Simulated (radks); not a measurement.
Results of a calculation; reference values are marked as such.
Task: Ionisation of Sc, [Ar] 3d1 4s2, to Sc+, [Ar] 3d1 4s1, under several functionals. Scalar-relativistic Kohn-Sham, spin-unpolarised, spherical densities, finite nucleus; a radial shooting solver on a logarithmic mesh with Libxc functionals. The NIST Atomic Spectra Database gives 6.561 eV (measured). Rank these functionals by the error of their Delta-SCF ionisation energy: exchange-only LDA; revPBE; exchange-only B88; LDA (Slater exchange, Perdew-Wang correlation); PBE; exchange-only r2SCAN.

Result: From best to worst: exchange-only r2SCAN 6.298 eV (-0.263); exchange-only B88 6.293 eV (-0.269); revPBE 6.834 eV (+0.273); PBE 6.897 eV (+0.335); exchange-only LDA 6.173 eV (-0.388); LDA (Slater exchange, Perdew-Wang correlation) 7.061 eV (+0.500). Spin polarisation and multiplet splitting are left out, so open shells lie too high by an amount that depends on their filling.

Beside tabulated values, note that spin-unpolarised runs miss the spin-polarisation part of the exchange energy of open shells.
